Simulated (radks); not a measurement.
Results of a calculation; reference values are marked as such.
Problem. Hf II, configuration [Xe] 4f14 5d1 6s2. Level of theory: Dirac Kohn-Sham, PBE, spin-unpolarised, spherical densities, point nucleus; open shells fill j = l - 1/2 first (a radial shooting solver on a logarithmic mesh with Libxc functionals). Some entries of the table are withheld. Estimate them.

orbital,occ.,eigenvalue (Ry),<r> (bohr)
1s1/2,2,(1),(2)
2s1/2,2,-819.6883,0.07976
2p1/2,2,-782.8156,0.06612
2p3/2,4,-695.2086,0.07385
3s1/2,2,-187.2753,0.2081
3p1/2,2,-170.9461,0.1981
3p3/2,4,-152.1712,0.2125
3d3/2,4,(3),0.1863
3d5/2,6,(4),0.1908
4s1/2,2,-38.26516,0.4681
4p1/2,2,-31.57769,0.4746
4p3/2,4,-27.28217,0.5075
4d3/2,4,-16.30144,0.5286
4d5/2,6,-15.51501,0.5401
5s1/2,2,-5.58798,1.134
5p1/2,2,(5),1.261
5p3/2,4,(6),1.367
4f5/2,6,(7),0.6693
4f7/2,8,(8),0.6818
6s1/2,2,-0.86801,3.121
5d3/2,1,-0.80396,(9)
5d5/2,0,-0.76262,(10)

Solution. 
(1) 1s1/2 eigenvalue (Ry): -4792.872
(2) 1s1/2 <r> (bohr): 0.01898
(3) 3d3/2 eigenvalue (Ry): -124.5680
(4) 3d5/2 eigenvalue (Ry): -120.4738
(5) 5p1/2 eigenvalue (Ry): -3.69104
(6) 5p3/2 eigenvalue (Ry): -3.11369
(7) 4f5/2 eigenvalue (Ry): -1.97825
(8) 4f7/2 eigenvalue (Ry): -1.84998
(9) 5d3/2 <r> (bohr): 2.134
(10) 5d5/2 <r> (bohr): 2.208
